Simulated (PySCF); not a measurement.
Species: C₇H₈FNSi.
Cartesian coordinates in Å at the PBE0-D3(BJ)/def2-SVP level; atoms count from 1:
```xyz
18
C7H8FNSi angstrom
F     -3.409    2.136   -0.285
C     -2.558    1.128   -0.099
C     -3.060   -0.143    0.156
C     -2.163   -1.196    0.351
C     -0.792   -0.976    0.293
C     -0.303    0.312    0.036
C      1.149    0.561   -0.029
N      2.016   -0.349    0.144
Si     3.747   -0.122    0.075
C     -1.193    1.373   -0.162
H     -4.140   -0.292    0.197
H     -2.549   -2.198    0.551
H     -0.069   -1.780    0.442
H      1.418    1.620   -0.243
H      4.125    1.303   -0.217
H      4.330   -0.527    1.387
H      4.297   -1.006   -0.993
H     -0.836    2.386   -0.364
```

Level: PBE0/pcSseg-1 in PySCF, non-relativistic, on one gas-phase PBE0-D3(BJ)/def2-SVP geometry that isn't relaxed in the solvent. The solvent is an IEF-PCM continuum (cavity from Bondi-type radii × 1.2). Only the electrostatic response of the medium enters.

Gas phase at PBE0/pcSseg-1: HOMO -7.35 eV, LUMO -1.92 eV, dipole 0.29 D.

Question: What does the continuum do to the energy, the frontier levels and the dipole at PBE0/pcSseg-1 in chloroform and water?

Answer: 
```json
{"solvent": "chloroform", "ε": "4.711", "E(solvent) − E(gas) (kJ/mol)": "-12.40", "polarisation term (kJ/mol)": "-13.77", "distortion of the solute (kJ/mol)": "1.37", "HOMO (eV)": "-7.31", "LUMO (eV)": "-1.86", "dipole (D)": "0.51"}
{"solvent": "water", "ε": "78.36", "E(solvent) − E(gas) (kJ/mol)": "-18.25", "polarisation term (kJ/mol)": "-21.45", "distortion of the solute (kJ/mol)": "3.20", "HOMO (eV)": "-7.33", "LUMO (eV)": "-1.86", "dipole (D)": "0.69"}
```

The polarisation term is half the interaction of the solute with the surface charges that it induces; the rest is the cost of distorting the solute's density. The sum is the electrostatic part of solvation alone. From chloroform to water the lowering changes by a factor 1.47, Onsager's factor (ε − 1)/(2ε + 1) by 1.38 and ε itself by 16.6.

Question: Which Hirshfeld charges (PBE0/pcSseg-1) respond most in chloroform (means over atoms taken as equivalent)?

Answer: 
```csv
atoms,environment,gas (e),solvent (e),change
N8,C=N nitrogen,-0.234,-0.248,-0.014
H14,hydrogen on a C=N carbon,+0.039,+0.050,+0.011
H18,aromatic hydrogen,+0.056,+0.064,+0.008
F1,aryl fluorine,-0.078,-0.084,-0.006
H12,aromatic hydrogen,+0.058,+0.064,+0.006
H11,aromatic hydrogen,+0.059,+0.065,+0.006
C5,aromatic CH carbon,-0.043,-0.048,-0.005
C6,substituted aromatic carbon,-0.009,-0.013,-0.004
```

Question: Which Mayer bond orders change most in chloroform?

Answer: 
```
   bond  length (Å)    gas  solvent  change
  C5–C6       1.401  1.395    1.380  -0.015
  C7–N8       1.269  1.876    1.864  -0.012
  F1–C2       1.332  0.891    0.882  -0.009
  C6–C7       1.474  1.041    1.048  +0.007
 C6–C10       1.399  1.326    1.331  +0.005
 C3–H11       1.092  0.947    0.944  -0.003
 C5–H13       1.092  0.951    0.954  +0.003
Si9–H15       1.503  0.903    0.906  +0.003
```

Question: How do the nuclear quadrupole coupling constants eQVzz/h respond in chloroform?

Answer: 
```tsv
nucleus	Q (barn)	gas (MHz)	solvent (MHz)	η gas	η solvent
14N at N8	0.02044	-4.53	-4.46	0.62	0.59
```

On an Arm Neoverse V1 with one thread (shared host), this took 36 s wall and 1.3 GiB of memory at its peak. This is the whole shielding run at PBE0/pcSseg-1 in water, SCF included.
